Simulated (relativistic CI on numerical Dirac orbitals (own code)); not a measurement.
**Hyperfine structure of Rb XXXV, mass number 85**

Calculated at this level of theory: Dirac-Coulomb-Breit CI, separate exchange-only KLI orbitals for each configuration, model QED (radiative potential, 1s self-energy scaled to tabulated hydrogen-like ionisation energies), unscaled Slater integrals (own radial code, finite nucleus).

Configurations in the expansion (outside the closed core 1s2): 2s, 2p, 3s, 3p, 3d, 4s, 4p, 4d, 4f, 5s, 5p, 5d, 5f, 5g. Levels of other configurations are missing.

Nuclear spin I = 5/2, μ = 1.35306 μN, Q = 0.276 b (tables of Stone and Pyykkö). The electronic factors are computed for point nuclear moments, without core polarisation or the Bohr-Weisskopf and QED corrections.

```json
{"Level": "2s 2S_1/2", "E (10³ cm⁻¹)": "0.0", "A (GHz)": "933.6", "B (GHz)": ""}
{"Level": "2p 2P°_1/2", "E (10³ cm⁻¹)": "595.3", "A (GHz)": "297", "B (GHz)": ""}
{"Level": "2p 2P°_3/2", "E (10³ cm⁻¹)": "1184.2", "A (GHz)": "52.47", "B (GHz)": "50.3"}
{"Level": "3s 2S_1/2", "E (10³ cm⁻¹)": "19718.1", "A (GHz)": "275.6", "B (GHz)": ""}
{"Level": "3p 2P°_1/2", "E (10³ cm⁻¹)": "19883.4", "A (GHz)": "89.52", "B (GHz)": ""}
{"Level": "3p 2P°_3/2", "E (10³ cm⁻¹)": "20057.9", "A (GHz)": "15.83", "B (GHz)": "15.3"}
{"Level": "3d 2D_3/2", "E (10³ cm⁻¹)": "20117.3", "A (GHz)": "9.026", "B (GHz)": "2.91"}
{"Level": "3d 2D_5/2", "E (10³ cm⁻¹)": "20172.1", "A (GHz)": "3.796", "B (GHz)": "3.99"}
```

Levels with J = 0, under 50 % of one LS term, or S terms without an open s electron are left out. Small factors come from cancelling terms and can be off by tens of per cent or more.

At this charge energies of transitions that change n are usually good to better than 1 %, and those within a shell (Δn = 0) to a few per cent.

Q: Give the hyperfine levels of 2s 2S_1/2 relative to its centre of gravity.

A: With K = F(F + 1) − I(I + 1) − J(J + 1), E = AK/2: F = 2: -1634, F = 3: 1167 GHz.
